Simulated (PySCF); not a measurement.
F$_{5}$Sb, charge -1, doublet, at a GFN2-xTB geometry (a state made from the parent by changing its charge; the spin is typed, not shown lowest) (all electrons, no relativity), with bond 3-1 at 3.0 times its length; HF/STO-3G run with PySCF.

Here is a job for PySCF.
```python
from pyscf import gto, scf

mol = gto.M(
    atom='''
Sb   -0.14082778    0.06892398    0.18765744
F     1.37299800   -0.81046783    1.42071276
F    -4.08306949    2.41382127   -4.31000883
F     0.98143243    1.89186455    0.13433258
F     0.96184478   -0.47074637   -1.28168834
F    -1.06334278   -1.85177597   -0.02518448
''',
    basis='sto-3g',
    charge=-1,
    spin=1,
    verbose=4,
)

mf = scf.UHF(mol)
mf.kernel()
mo_i, mo_e, stable_i, stable_e = mf.stability(internal=True, external=True, return_status=True, nroots=6, tol=1e-6)
print('internally stable:', stable_i, ' externally stable:', stable_e)
if not stable_i:
    umf = mf.copy()
    umf.scf_summary = {}
    umf.kernel(umf.make_rdm1(mo_i, mf.mo_occ))
mf.analyze()
```

The log (banner, timings and long lists left out):

```
PySCF version 2.14.0

[INPUT] verbose = 4
[INPUT] num. atoms = 6
[INPUT] num. electrons = 97
[INPUT] charge = -1
[INPUT] spin (= nelec alpha-beta = 2S) = 1
[INPUT] symmetry False subgroup None
[INPUT] Mole.unit = angstrom
[INPUT] Symbol           X                Y                Z      unit          X                Y                Z       unit  Magmom
[...]
nuclear repulsion = 614.321011039578
number of shells = 26
number of NR pGTOs = 156
number of NR cGTOs = 52
basis = sto-3g
ecp = {}

******** <class 'pyscf.scf.uhf.UHF'> ********
method = UHF
initial guess = minao
damping factor = 0
level_shift factor = 0
DIIS = <class 'pyscf.scf.diis.CDIIS'>
diis_start_cycle = 1
diis_space = 8
diis_damp = 0
SCF conv_tol = 1e-09
SCF conv_tol_grad = None
SCF max_cycles = 50
direct_scf = True
direct_scf_tol = 1e-13
number electrons alpha = 49  beta = 48
Set gradient conv threshold to 3.16228e-05
init E= -6721.31666342954

cycle= 1 E= -6740.75467050107  delta_E= -19.4  |g|= 0.355  |ddm|= 2.07

cycle= 2 E= -6735.35369325284  delta_E=  5.4  |g|= 0.16  |ddm|= 3.69
cycle= 3 E= -6740.93780801062  delta_E= -5.58  |g|= 0.158  |ddm|= 3.63
cycle= 4 E= -6740.96063795274  delta_E= -0.0228  |g|= 0.121  |ddm|= 0.18
cycle= 5 E= -6740.98134757036  delta_E= -0.0207  |g|= 0.0805  |ddm|= 0.233
cycle= 6 E= -6740.9950838291  delta_E= -0.0137  |g|= 0.0283  |ddm|= 0.291
cycle= 7 E= -6740.99657794858  delta_E= -0.00149  |g|= 0.0108  |ddm|= 0.0945

cycle= 8 E= -6738.34755085901  delta_E= 2.65  |g|= 0.191  |ddm|= 2.99
cycle= 9 E= -6738.34864883669  delta_E= -0.0011  |g|= 0.19  |ddm|= 0.0101
cycle= 10 E= -6738.34835407915  delta_E= 0.000295  |g|= 0.19  |ddm|= 0.0539
cycle= 11 E= -6738.34733969128  delta_E= 0.00101  |g|= 0.192  |ddm|= 0.0714
cycle= 12 E= -6738.35120335945  delta_E= -0.00386  |g|= 0.189  |ddm|= 1.11
cycle= 13 E= -6738.3534509938  delta_E= -0.00225  |g|= 0.187  |ddm|= 1.32
cycle= 14 E= -6738.35278177109  delta_E= 0.000669  |g|= 0.187  |ddm|= 0.707
cycle= 15 E= -6741.17464292801  delta_E= -2.82  |g|= 0.111  |ddm|= 2.56
cycle= 16 E= -6740.94525501063  delta_E= 0.229  |g|= 0.137  |ddm|= 1.72
cycle= 17 E= -6740.97762213302  delta_E= -0.0324  |g|= 0.0808  |ddm|= 0.307
cycle= 18 E= -6740.99056867955  delta_E= -0.0129  |g|= 0.0478  |ddm|= 0.211
cycle= 19 E= -6741.18085138745  delta_E= -0.19  |g|= 0.0995  |ddm|= 1.57
cycle= 20 E= -6741.18138124685  delta_E= -0.00053  |g|= 0.0978  |ddm|= 0.0499
cycle= 21 E= -6741.18023435591  delta_E= 0.00115  |g|= 0.0986  |ddm|= 0.296
cycle= 22 E= -6741.18315495093  delta_E= -0.00292  |g|= 0.0952  |ddm|= 0.946
cycle= 23 E= -6741.18313793157  delta_E= 1.7e-05  |g|= 0.0951  |ddm|= 0.0574
cycle= 24 E= -6741.18443195782  delta_E= -0.00129  |g|= 0.0931  |ddm|= 0.516
cycle= 25 E= -6741.18447626906  delta_E= -4.43e-05  |g|= 0.093  |ddm|= 0.202
cycle= 26 E= -6741.19156721697  delta_E= -0.00709  |g|= 0.0802  |ddm|= 0.118
cycle= 27 E= -6741.21379884019  delta_E= -0.0222  |g|= 0.017  |ddm|= 0.557
cycle= 28 E= -6741.21450662338  delta_E= -0.000708  |g|= 0.00891  |ddm|= 0.107
cycle= 29 E= -6741.21473245339  delta_E= -0.000226  |g|= 0.00434  |ddm|= 0.773
cycle= 30 E= -6741.21488767154  delta_E= -0.000155  |g|= 0.00275  |ddm|= 0.0968
cycle= 31 E= -6741.2149265137  delta_E= -3.88e-05  |g|= 0.00231  |ddm|= 0.109
cycle= 32 E= -6741.21497910786  delta_E= -5.26e-05  |g|= 0.00197  |ddm|= 0.144
cycle= 33 E= -6741.21503422494  delta_E= -5.51e-05  |g|= 0.00165  |ddm|= 0.157
cycle= 34 E= -6741.21509483188  delta_E= -6.06e-05  |g|= 0.00129  |ddm|= 0.138
cycle= 35 E= -6741.21516464091  delta_E= -6.98e-05  |g|= 0.000842  |ddm|= 0.183
cycle= 36 E= -6741.21520922491  delta_E= -4.46e-05  |g|= 0.000454  |ddm|= 0.145
cycle= 37 E= -6741.2152221319  delta_E= -1.29e-05  |g|= 0.000283  |ddm|= 0.0555
cycle= 38 E= -6741.21522770084  delta_E= -5.57e-06  |g|= 0.000161  |ddm|= 0.0278
cycle= 39 E= -6741.21522965257  delta_E= -1.95e-06  |g|= 0.000129  |ddm|= 0.011
cycle= 40 E= -6741.21522984263  delta_E= -1.9e-07  |g|= 0.000123  |ddm|= 0.00123
[...]
SCF not converged.
<class 'pyscf.scf.uhf.UHF'> wavefunction has an internal instability
<class 'pyscf.scf.uhf.UHF'> wavefunction has an real -> complex instability
<class 'pyscf.scf.uhf.UHF'> wavefunction has an UHF/UKS -> GHF/GKS instability
internally stable: False  externally stable: False
[...]
cycle= 44 E= -6741.21517509464  delta_E= 1.09e-08  |g|= 4.52e-06  |ddm|= 0.00539
cycle= 45 E= -6741.21517509035  delta_E= 4.28e-09  |g|= 2.5e-06  |ddm|= 0.00394
cycle= 46 E= -6741.21517508907  delta_E= 1.28e-09  |g|= 1.1e-06  |ddm|= 0.00343
cycle= 47 E= -6741.21517508927  delta_E= -1.98e-10  |g|= 5.14e-07  |ddm|= 0.00122
Extra cycle  E= -6741.21517508925  delta_E= 1.82e-11  |g|= 4.18e-07  |ddm|= 1.37e-06
converged SCF energy = -6741.21517508925  <S^2> = 0.79450029  2S+1 = 2.0440159
**** SCF Summaries ****
Total Energy =                       -6741.215201960851118
Nuclear Repulsion Energy =             614.321011039578025
One-electron Energy =               -10578.191087259232518
Two-electron Energy =                 3222.654874258803375
Two-electron Coulomb Energy =         3439.182907580597657
DFT Exchange-Correlation Energy =     -216.528033321794283
**** MO energy ****
                             alpha | beta                alpha | beta
[...]
To work with the spin densities directly, `use mulliken_meta_spin()` only printing them here.

 ** Mulliken spin pop alpha/beta on meta-lowdin orthogonal AOs **
 ** Mulliken Spin Density (per AO)  **
spin_pop of  0 Sb 1s        0.00000
spin_pop of  0 Sb 2s        0.00000
spin_pop of  0 Sb 3s        0.00000
spin_pop of  0 Sb 4s        0.00000
spin_pop of  0 Sb 5s        0.00003
spin_pop of  0 Sb 2px       0.00000
spin_pop of  0 Sb 2py       0.00000
spin_pop of  0 Sb 2pz       0.00000
spin_pop of  0 Sb 3px       0.00000
spin_pop of  0 Sb 3py       0.00000
spin_pop of  0 Sb 3pz       0.00000
spin_pop of  0 Sb 4px       0.00000
spin_pop of  0 Sb 4py       0.00000
spin_pop of  0 Sb 4pz       0.00000
spin_pop of  0 Sb 5px       0.00022
spin_pop of  0 Sb 5py       0.00009
spin_pop of  0 Sb 5pz       0.00021
spin_pop of  0 Sb 3dxy     -0.00000
spin_pop of  0 Sb 3dyz     -0.00000
spin_pop of  0 Sb 3dz^2     0.00000
spin_pop of  0 Sb 3dxz     -0.00000
spin_pop of  0 Sb 3dx2-y2   -0.00000
spin_pop of  0 Sb 4dxy     -0.00000
spin_pop of  0 Sb 4dyz     -0.00000
spin_pop of  0 Sb 4dz^2     0.00000
spin_pop of  0 Sb 4dxz     -0.00000
spin_pop of  0 Sb 4dx2-y2   -0.00000
spin_pop of  1 F 1s        0.00000
spin_pop of  1 F 2s        0.00001
spin_pop of  1 F 2px      -0.00038
spin_pop of  1 F 2py      -0.00013
spin_pop of  1 F 2pz      -0.00017
spin_pop of  2 F 1s        0.00000
spin_pop of  2 F 2s        0.00000
spin_pop of  2 F 2px       0.73031
spin_pop of  2 F 2py       0.20812
spin_pop of  2 F 2pz       0.06157
spin_pop of  3 F 1s        0.00000
spin_pop of  3 F 2s        0.00000
spin_pop of  3 F 2px      -0.00001
spin_pop of  3 F 2py       0.00002
spin_pop of  3 F 2pz       0.00001
spin_pop of  4 F 1s       -0.00000
spin_pop of  4 F 2s        0.00000
spin_pop of  4 F 2px       0.00002
spin_pop of  4 F 2py       0.00001
spin_pop of  4 F 2pz       0.00002
spin_pop of  5 F 1s        0.00000
spin_pop of  5 F 2s        0.00000
spin_pop of  5 F 2px       0.00002
spin_pop of  5 F 2py      -0.00001
spin_pop of  5 F 2pz       0.00001
 ** Mulliken Spin Density (per atom)  **
spin density of  0 Sb =      0.00056
spin density of  1 F =     -0.00066
spin density of  2 F =      1.00000
spin density of  3 F =      0.00003
spin density of  4 F =      0.00005
spin density of  5 F =      0.00003
 ** Mulliken pop alpha/beta on meta-lowdin orthogonal AOs **
 ** Mulliken pop       alpha | beta **
In total            49.00000 | 48.00000
 ** Mulliken atomic charges   ( Nelec_alpha | Nelec_beta ) **
charge of  0Sb =      0.65066  (    25.17495     25.17439 )
charge of  1F =     -0.33483  (     4.66709      4.66775 )
charge of  2F =      0.00000  (     5.00000      4.00000 )
charge of  3F =     -0.47893  (     4.73948      4.73945 )
charge of  4F =     -0.35796  (     4.67900      4.67895 )
charge of  5F =     -0.47894  (     4.73948      4.73945 )

WARN: System has nonzero charge -1; the dipole moment is origin-dependent.
Location of origin: [0. 0. 0.]

Dipole moment(X, Y, Z, Debye): -1.69334,  0.94886, -0.56145
```

Convergence was not reached.
